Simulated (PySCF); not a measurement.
Assigning NMR signals

Geometry (Å), atoms numbered from 1 in this order:
```xyz
19

C    -3.792   -1.807    0.681
C    -3.068   -0.555    0.569
C    -2.456    0.495    0.473
Si   -1.551    2.070    0.327
C     0.191    1.745   -0.166
C     1.351    1.523   -0.490
Si    3.083    1.118   -0.960
O     3.606   -0.200   -0.103
C     2.937   -1.432   -0.068
H    -4.563   -1.887   -0.101
H    -3.110   -2.664    0.575
H    -4.290   -1.888    1.659
H    -1.554    2.789    1.632
H    -2.184    2.933   -0.711
H     3.987    2.242   -0.610
H     3.102    0.855   -2.431
H     3.469   -2.100    0.625
H     1.896   -1.325    0.285
H     2.915   -1.917   -1.062
```

Isolated molecule, non-relativistic, fast rotation and ring inversion assumed for equivalent nuclei, one conformer. Geometry from PBE0-D3(BJ)/def2-SVP; GIAO PBE0/pcSseg-1 shieldings; PySCF.

Shifts are taken against calculated references (same method and geometry level): ¹³C, ¹H against TMS.

Q: Assign these signals to the numbered atoms. ¹³C{¹H} NMR (computed): δ 116.1, 115.4, 114.7, 77.6, 53.0, 6.0.

A: 
| δ (ppm) | atoms | environment | reason |
| --- | --- | --- | --- |
| 116.1 | C6 | alkyne carbon | – |
| 115.4 | C5 | alkyne carbon | – |
| 114.7 | C2 | alkyne carbon | – |
| 77.6 | C3 | alkyne carbon | sp carbons lie upfield of alkene carbons because the cylindrical π system leaves one tensor component strongly shielded |
| 53.0 | C9 | methyl carbon bonded to O | pulled downfield by the heteroatom |
| 6.0 | C1 | propargylic methyl carbon | saturated and bonded to C and H only |

C6 and C5; C5 and C2 lie closer than the usual error of such a calculation, so a measured spectrum could show them in the other order.

Q: Assign these signals to the numbered atoms. ¹H NMR (500 MHz, computed): δ 4.77 (s, 2H), 4.56 (s, 2H), 3.68 (s, 3H), 1.98 (s, 3H).

A: 
```tsv
δ (ppm)	atoms	environment	reason
4.77	H15/H16	hydrogen on a silicon bonded to C, O	–
4.56	H13/H14	hydrogen on a silicon bonded to 2 C	–
3.68	H17/H18/H19	hydrogen on a methyl carbon bonded to O	its carbon carries O, hence the downfield position
1.98	H10/H11/H12	hydrogen on a propargylic methyl carbon	–
```

Shifts are as computed. Against solution values, carbons near 30 ppm lie about +2 ppm off and those near 130 ppm about +5 ppm. Of 1211 compounds with measured shifts, 218 miss one by over three times the rms of a fit or turn the order of signals round; such compounds aren't used in these exercises. Multiplicities follow the n + 1 count of equivalent neighbours, as no J values were calculated; m marks all less simple cases, F and P coupling included.
